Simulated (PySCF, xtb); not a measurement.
ethyl(silyl)silane (C2H10Si2), SMILES CC[SiH2][SiH3]. The values are those of a single conformer.

Harmonic wavenumbers (cm⁻¹) from GFN2-xTB run with xtb at its own minimum, in rising order: 35, 68, 124, 229, 270, 375, 435, 464, 475, 579, 643, 709, 744, 788, 819, 823, 826, 977, 1019, 1078, 1244, 1288, 1421, 1490, 1511, 1516, 2171, 2183, 2218, 2223, 2238, 2960, 2977, 3007, 3016, 3027.

Question: What does PBE-D3(BJ)/def2-SVP in PySCF 2.14.0 give at its own minimum? (Estimate from the structure and the level; the computed values follow.)

Answer: 60, 99, 122, 217, 251, 349, 406, 472, 542, 620, 646, 716, 760, 839, 891, 904, 910, 952, 956, 1031, 1201, 1205, 1347, 1383, 1423, 1427, 2134, 2142, 2144, 2156, 2161, 2964, 2972, 3021, 3048, 3052. Paired by order, the mean absolute difference is 44 cm⁻¹ and the zero-point energies are 65.7 and 65.1 kcal/mol.
